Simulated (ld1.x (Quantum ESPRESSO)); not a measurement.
**Building the TM potential for Ga (PBE, fully relativistic).**

gallium (Ga), norm-conserving Troullier–Martins (Kleinman–Bylander form), made with ld1.x (Quantum ESPRESSO) 7.5 (PBE, fully relativistic). Core [Ar], reference 3d10 4s1 4p2. Waves: 4p (bound): rc 2.00 bohr; 3d (bound): rc 1.30 bohr; 4s (bound): rc 1.95 bohr. Local part: the s channel. Core correction: a·sin(br)/r model core inside 1.25 bohr.

Open shells are filled in proportion to 2j + 1 (rel_dist='average').

All-electron outer shells of the reference configuration (PBE, scalar-relativistic, ld1.x):

```
shell  level (eV)  outermost node (bohr)  outermost maximum (bohr)
   3s     -150.06                   0.27                      0.56
   3p     -100.79                   0.24                      0.56
   3d      -21.04                      –                      0.53
   4s      -10.04                   0.80                      1.87
   4p       -3.35                   0.87                      2.47
```

(1) Is a potential produced?

Answers

(1) No. ld1.x (Quantum ESPRESSO) 7.5 stopped with "run_pseudo: Errors in PS-KS equation": the pseudo-atom solver did not find the valence states with the expected number of nodes, which is the usual sign of a ghost state.
